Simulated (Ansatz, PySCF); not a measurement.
C₄H₂N₂, SMILES N(/C#N)=C\C#C.

Geometry: PBE0-D3(BJ)/def2-SVP. The structure was generated by enumeration; whether it is a known compound was not checked.

Vertical ionisation energy (IE) and electron affinity (EA) in eV. Rows of orbital energies are one-electron estimates. Where ΔSCF, EOM or ADC give a negative EA the extra electron is unbound and the value depends on the basis.

```json
[
 {"level": "−ε(HOMO), −ε(LUMO), ωB97X/def2-TZVP (PySCF)", "IE": "10.75", "EA": "1.10"},
 {"level": "−ε(HOMO), −ε(LUMO), PBE/def2-TZVP (PySCF)", "IE": "7.15", "EA": "4.03"},
 {"level": "ΔSCF, PBE0/def2-SVPD (Ansatz), final states of multiplicity 2 and 2", "IE": "10.56", "EA": "1.30"},
 {"level": "ΔSCF, PBE/def2-SVPD (Ansatz), final states of multiplicity 2 and 2", "IE": "…", "EA": "…"}
]
```

**Question.** Fill in the missing entries. (An estimate is asked for; the answer gives what the named calculation found.)

**Answer.** 
- ΔSCF, PBE/def2-SVPD (Ansatz, a program for electronic structure), final states of multiplicity 2 and 2, IE: 10.32
- ΔSCF, PBE/def2-SVPD (Ansatz), final states of multiplicity 2 and 2, EA: 1.21

**Question.** What vertical singlet–triplet gap does ΔSCF give with PBE0/def2-SVPD (Ansatz) and with PBE/def2-SVPD (Ansatz)? (The exact figures need the calculation; the answer reports its results.)

**Answer.** 3.02 and 2.98 eV (triplet above singlet where positive).
